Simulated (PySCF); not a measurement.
**Structure from NMR data**

The spectra below were simulated for a compound C5H12O2.

1H NMR (400 MHz, computed): δ 4.83 (s, 2H), 3.86 (q, 4H), 1.12 (t, 6H).

13C{1H} NMR (computed): δ 88.6 (CH2), 61.1 (CH2), 13.9 (CH3).

PySCF 2.14 calculation with shieldings: GIAO PBE0/pcSseg-1 and geometry: GFN2-xTB; equivalent nuclei averaged, gas phase, non-relativistic Hamiltonian, one computed conformer.

Shifts are taken against calculated references (same method and geometry level): 1H (σ = 31.72 ppm), 13C (σ = 186.93 ppm) against TMS.

Question: Propose a structure and justify it.

Answer: 
The formula gives 0 degrees of unsaturation. 3 carbon signals for 5 carbons: some carbons are equivalent by symmetry or fast rotation. Carbon types of the structure: 3 × CH2, 2 × CH3, which accounts for all hydrogens. δC 88.6: sp3 carbon bearing two oxygens; 2 electronegative neighbours deshield it. δC 61.1: sp3 CH2 bonded to O; the inductive effect lowers its shielding. δC 13.9: methyl carbon; aliphatic region, no heteroatom directly attached. δH 4.83: hydrogen on an sp3 carbon bearing two oxygens; its carbon carries O, hence the downfield position. δH 3.86: hydrogen on an sp3 CH2 bonded to O; its carbon carries O, hence the downfield position. δH 1.12: hydrogen on a methyl carbon.

The compound is diethoxymethane (CCOCOCC).

The shifts were computed for this structure.

Shifts are as computed. Against solution values, carbons near 30 ppm lie about +3 ppm off and those near 130 ppm about +5 ppm. Of 1211 compounds with measured shifts, 218 miss one by over three times the rms of a fit or turn the order of signals round; such compounds aren't used in these exercises. No couplings were computed; multiplicities are counted from neighbouring protons, with m where these are inequivalent, close in shift, in a saturated or five-membered ring or joined by F or P, and br s for small geminal =CH2 splittings.
